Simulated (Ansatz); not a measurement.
Problem. Name a neutral molecule of Al, C, O and H with HOMO–LUMO gap (B3LYP/def2-TZVPP) between 7.20 and 7.50 eV and size of the dipole moment (PBE/def2-TZVPP) between 0.85 and 1.15 D (Ansatz, PBE0-D4/def2-TZVP geometry).

Solution. `C[O][Al]([CH3])[OH]` (7.45 eV, 1.10 D). Other molecules can fit too; these were computed, each in one conformer that needn't be the lowest.

B3LYP here is the variant with VWN-RPA as its local correlation; programs differ in this.
